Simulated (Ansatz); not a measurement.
`BC1=CC1F` + `N=C=N` → `BN=C=N` + `FC1C=C1` at 400 K and 1 bar (ligand exchange at a B–C bond).

Calculated with Ansatz (gas phase, PBE0-D4/def2-TZVP geometries, no zero-point term in ΔE). CCSD(T)/CBS is the MP2 limit (def2-TZVPP, def2-QZVPP) plus CCSD(T) − MP2 in def2-TZVPP, frozen cores. This one scheme is used for every species. One conformer a species, not always the lowest.

| species | CCSD(T)/CBS energy (Eh) | H − E (kJ/mol) | S (J/(mol·K)) |
| --- | --- | --- | --- |
| `BC1=CC1F` | -241.03882 | 183.7 | 335.6 |
| `N=C=N` | -148.62207 | 103.6 | 254.8 |
| `BN=C=N` | -174.03719 | 141.6 | 307.5 |
| `FC1C=C1` | -215.65206 | 148.1 | 287.0 |

H − E and S are ideal-gas, rigid-rotor, harmonic terms from PBE0-D4/def2-TZVP, for one conformer and one mirror image of each species. 1 Eh = 2625.50 kJ/mol, R = 8.31446 J/(mol·K).

**Question.** By hand: ΔE, ΔH, ΔS and ΔG.

**Answer.** ΔE = (-174.03719) + (-215.65206) − (-241.03882) − (-148.62207) = -0.02836 Eh = -74.5 kJ/mol. Δ(H − E) = 141.6 + 148.1 − 183.7 − 103.6 = 2.4, so ΔH = -72.1 kJ/mol. ΔS = 307.5 + 287.0 − 335.6 − 254.8 = 4.1 J/(mol·K). ΔG = -72.1 − 400 × (4.1)/1000 = -73.7 kJ/mol.

**Question.** By hand: the equilibrium constant, and the temperature at which ΔG would vanish if ΔH and ΔS stayed fixed.

**Answer.** log₁₀ K = −ΔG/(RT ln 10) = 9.6. ΔH and −TΔS have one sign here, so there is no such temperature.

The number of gas molecules stays the same, so ΔS is small and ΔH decides. A doubt of 5 kJ/mol in ΔE shifts log₁₀ K by 0.7 here. Other conformers and mirror images would add mixing entropy, several J/(mol·K) or more a flexible species. These are equilibria of isolated gas molecules and say nothing of rates. Largest T1 diagnostic: 0.017 (customary marks: 0.02 for closed shells, 0.045 for open ones).

ΔS is within the doubt of such terms, so its sign, and with it that verdict, could turn.
